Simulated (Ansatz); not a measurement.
`CN[BH][AlH2]` + H₂O → `CNBO` + `[AlH3]`  (formal hydrolysis of a B–Al bond)

Calculated with Ansatz (gas phase, PBE0-D4/def2-TZVP geometries, no zero-point term in ΔE). CCSD(T)/CBS is the MP2 limit (def2-TZVPP, def2-QZVPP) plus CCSD(T) − MP2 in def2-TZVPP, frozen cores. This one scheme is used for every species. Functionals use def2-TZVPP. HSE06 is defined as in plane-wave codes. One conformer a species, not always the lowest.

`CN[BH][AlH2]`:

Cartesian coordinates in Å:
```
C -0.364 -1.413 1.293
N -0.252 -0.528 0.153
B 0.426 0.682 0.091
Al 0.401 1.754 -1.754
H -1.409 -1.553 1.587
H 0.178 -0.977 2.131
H 0.061 -2.397 1.075
H -0.737 -0.872 -0.664
H 0.978 1.023 1.105
H -0.396 1.125 -2.996
H 1.114 3.156 -2.020
```

H₂O:

Z-matrix (Å, degrees):
```
O
H 1 0.960
H 1 0.960 2 105.1
```

`CNBO`:

```xyz
10

C     0.974    0.967   -0.565
N    -0.262    0.449   -0.038
B    -0.495   -0.859    0.386
O    -1.740   -1.186    0.864
H     1.373    1.782    0.048
H     1.717    0.168   -0.582
H     0.860    1.340   -1.589
H    -1.017    1.116    0.020
H     0.390   -1.673    0.326
H    -1.801   -2.103    1.129
```

`[AlH3]`:

```xyz
4

Al    0.000    0.000    0.000
H    -0.928   -0.383    1.228
H    -0.377   -0.487   -1.461
H     1.305    0.869    0.233
```

Q: Is it downhill or uphill in electronic energy at CCSD(T)/CBS, and by how much? (Best estimate.)

A: The calculation gave: Downhill: ΔE = -136.2 kJ/mol.

Q: What do these levels give: LDA (SPW92), revPBE-D4, BLYP-D4, HSE06-D4, ωB97M-V, PBE-QIDH, r2SCAN, PBE0, CAM-B3LYP, MP2/def2-SVP, CCSD(T)/def2-TZVPP, CCSD/CBS(def2)? (Best estimate.)

A: The calculation gave: LDA (SPW92) -139.9, revPBE-D4 -128.5, BLYP-D4 -141.0, HSE06-D4 -135.5, ωB97M-V -147.7, PBE-QIDH -143.1, r2SCAN -144.7, PBE0 -137.3, CAM-B3LYP -155.0, MP2/def2-SVP -168.9, CCSD(T)/def2-TZVPP -139.5, CCSD/CBS(def2) -139.9 kJ/mol.

Largest T1 diagnostic among the species: 0.014.

At CCSD(T), def2-SVP lies −25.3 kJ/mol from the extrapolated value and def2-TZVPP −3.3 kJ/mol. In def2-TZVPP, CCSD(T) changes the Hartree–Fock value by +29.0 kJ/mol (the triples alone add +3.8 kJ/mol) and MP2 by +23.7 kJ/mol.
